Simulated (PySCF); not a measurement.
# Identify the compound

An unknown has the formula C4HBrO. Its calculated NMR data are:

1H NMR (400 MHz, computed): δ 4.44 (s, 1H).

13C{1H} NMR (computed): δ 212.3, 111.1, 70.7, 42.0.

- geometry: PBE0-D3(BJ)/def2-SVP
- GIAO PBE0/pcSseg-1 shieldings
- J couplings at B3LYP/pcJ-1 (pcSseg-1 on Br)
- code: PySCF 2.14
- in vacuum, a single conformation, non-relativistic

Chemical shifts δ = σref − σ; TMS for 1H (σ = 31.27 ppm) and 13C (σ = 184.41 ppm), all at this level.

Q: What is the structure?

A: 
- The formula gives 4 degrees of unsaturation (no ring in the answer).
- 4 carbon signals for 4 carbons: no two carbons are equivalent.
- Carbon types of the structure: 3 × C, 1 × CH, which accounts for all hydrogens.
- δC 212.3: central carbon of a ketene.
- δC 111.1: terminal alkyne carbon.
- δC 70.7: alkyne carbon; the triple bond shields along its axis, which puts it between sp3 and sp2 carbons.
- δC 42.0: terminal carbon of a ketene.
- δH 4.44: hydrogen on a terminal alkyne carbon.

These data were computed for SMILES C(C#C)(Br)=C=O.

The data come from this structure; uniqueness wasn't tested.

Spin–orbit coupling is missing: it shields a carbon bonded to bromine, so the measured shift of such a carbon is lower than the computed one. Shifts are as computed. Against solution values, carbons near 30 ppm lie about +2 ppm off and those near 130 ppm about +5 ppm; carbons on Br a further +13 ppm. Of 1211 compounds with measured shifts, 218 miss one by over three times the rms of a fit or turn the order of signals round; such compounds aren't used in these exercises.
